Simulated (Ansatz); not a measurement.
Computed with Ansatz on PBE0-D4/def2-TZVP structures; ΔE is electronic, products minus reactants. CCSD(T)/CBS is the MP2 limit (def2-TZVPP, def2-QZVPP) plus CCSD(T) − MP2 in def2-TZVPP, frozen cores. This one scheme is used for every species, atoms too. For atomizations the MP2-based limit and the directly extrapolated one differ by several kJ/mol either way, and by 10 to 25 for some Ge, Se and Sn compounds, so smaller differences from it don't rank the levels. Functionals use def2-TZVPP. No spin–orbit coupling; open shells (•) take unrestricted orbitals. Spin–orbit coupling would lower the free atoms: a little for B, O, Si. Each species was taken in one conformer, which may not be the lowest.

`O[SiH2]B([SiH3])[SiH3]` → B• + 9 H• + O• + 3 Si•  (atomization)

`O[SiH2]B([SiH3])[SiH3]`:

```xyz
14

O     2.583   -0.706   -1.102
Si    1.020   -0.335   -1.493
B    -0.196    0.114    0.022
Si    0.396   -0.100    1.919
Si   -2.059    0.745   -0.344
H     2.723   -1.320   -0.380
H     1.123    0.790   -2.459
H     0.344   -1.482   -2.181
H     1.067    1.199    2.229
H    -0.696   -0.311    2.908
H     1.408   -1.181    2.106
H    -2.308    1.224   -1.731
H    -2.478    1.813    0.607
H    -2.926   -0.448   -0.101
```

What is ΔE at CCSD(T)/CBS? (Best estimate.)

Ansatz gave: +4376.4 kJ/mol.

What do these levels give: LDA (SPW92), BLYP-D4, B97M-V, PBE0-D4, B2PLYP, PBE, r2SCAN, CAM-B3LYP, MP2/def2-SVP, CCSD/def2-SVP, HF/def2-TZVPP, HF/CBS(def2)? (Best estimate.)

The calculation gave: LDA (SPW92) 4866.1, BLYP-D4 4331.8, B97M-V 4411.3, PBE0-D4 4329.5, B2PLYP 4308.2, PBE 4321.8, r2SCAN 4377.2, CAM-B3LYP 4360.2, MP2/def2-SVP 4064.5, CCSD/def2-SVP 4042.8, HF/def2-TZVPP 3307.9, HF/CBS(def2) 3316.5 kJ/mol.

Largest T1 diagnostic among the species: 0.014.

Leaving LDA and LC-ωPBE aside and taking each functional with its dispersion term where it has one, the values, not all of them listed here, spread over 127.0 kJ/mol, from revPBE-D4 to B97M-V. LDA lies +544.3 kJ/mol from PBE without D4, its usual overbinding. At CCSD(T), def2-SVP lies −301.6 kJ/mol from the extrapolated value and def2-TZVPP −113.4 kJ/mol: correlation converges slowly with the basis, and small sets miss more of it in the bonded molecule than in its fragments.
